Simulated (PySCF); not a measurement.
Four-centre ligand exchange

Start structure (SiNH₄F₃, closed shell), relaxed at PBE0-D4/def2-TZVP:

Si1  (-0.423, 0.979, -0.240)
N2  (0.629, -0.190, 0.450)
F3  (-0.056, 1.052, -1.775)
F4  (-0.198, 2.431, 0.355)
H5  (-1.827, 0.612, -0.033)
H6  (0.100, -1.752, -0.129)
F7  (-0.232, -2.592, -0.416)
H8  (0.571, -0.319, 1.453)
H9  (1.604, -0.137, 0.178)
(Å)

The step: SiNH₃F₂ ([NH2][SiH]([F])[F]) + HF → SiHF₃ ([F][SiH]([F])[F]) + NH₃ (still joined by a long Si–N bond); bonds formed: Si1–F7, N2–H6; bonds broken: H6–F7; bonds weakened to dative contacts: Si1–N2. Computed with PySCF 2.14 with density fitting (its default auxiliary sets; JK sets also for MP2 and CCSD(T)) (basis: def2-TZVPP and def2-QZVPP); correlated methods freeze the cores. Extrapolation: Hartree–Fock as exp(−7.88 √X), correlation as X^−2.97. Energies below are by CCSD(T) at an estimated basis limit (MP2 extrapolated from triple and quadruple zeta, plus CCSD(T) − MP2 in triple zeta).

(1) What are the electronic barrier and the energy of the step, from the start structure to the end structure? (Judge from chemistry; the value comes from the calculation.)

The T1 diagnostic stays at or below 0.012.

## Answers

(1) The calculation gives: Barrier 0.681 eV; step energy -0.746 eV (downhill); reverse barrier, their difference, 1.426 eV. Barrier and step energy count from the start structure, the reverse barrier from the end structure.

The saddle point: One imaginary mode of 719i cm⁻¹.
| pair | start (Å) | saddle (Å) | end (Å) |
| --- | --- | --- | --- |
| Si1–F7 | 3.58 | 2.11 | 1.61 |
| N2–H6 | 1.75 | 1.25 | 1.01 |
| Si1–N2 | 1.72 | 1.81 | 2.11 |
| H6–F7 | 0.95 | 1.16 | 2.62 |

Zero-point energy (harmonic, PBE0-D4): ZPE is 1.476 eV at the start and 1.422 eV at the saddle, so the barrier goes from 0.681 to 0.626 eV.

Steps of this kind, hydrogen fluoride cutting a network bond, underlie vapour etching and the fluorination step of atomic layer etching.

Labels in which every atom is bracketed show which atoms are joined, not bond orders.

For scale, one of the runs: CCSD(T)/def2-TZVPP, 222 basis functions, launched by `OMP_NUM_THREADS=4 python run.py`. The run took 16 min on 4 CPU threads of an Arm Neoverse V2 (shared host), with 4.6 GiB of host memory at its peak.
